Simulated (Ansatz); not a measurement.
Species: C₂H₆FGa, charge 0, multiplicity 1. 
Geometry from a B3LYP-D3(BJ)/def2-TZVP (Ansatz, a program for electronic structure) optimisation:
```
Ga
F 1 1.7867
C 1 1.9659 2 112.00
H 3 1.0892 1 112.30 2 -180.00
H 3 1.0912 4 109.11 1 121.35
H 3 1.0912 4 109.11 5 117.30
C 1 1.9659 2 112.00 3 180.00
H 7 1.0892 1 112.30 2 180.00
H 7 1.0912 8 109.11 1 -121.35
H 7 1.0912 8 109.11 9 -117.30
```

Dipole moments at this geometry, in debye (magnitudes).

| level | program | dipole (D) |
|---|---|---|
| BLYP/def2-TZVPD | Ansatz | 2.84 |
| B97M-V/def2-TZVPD | Ansatz | (withheld) |
| BHLYP/def2-TZVPD | Ansatz | 3.03 |
| wB97M-V/def2-TZVPD | Ansatz | 2.91 |
| wB97X-V/def2-TZVPD | Ansatz | 2.92 |
| CCSD(T)/aug-cc-pVDZ | Ansatz | (withheld) |

### Question
Some entries are withheld; supply them.

### Answer

- B97M-V/def2-TZVPD, dipole (D): 2.85
- CCSD(T)/aug-cc-pVDZ, dipole (D): 2.87
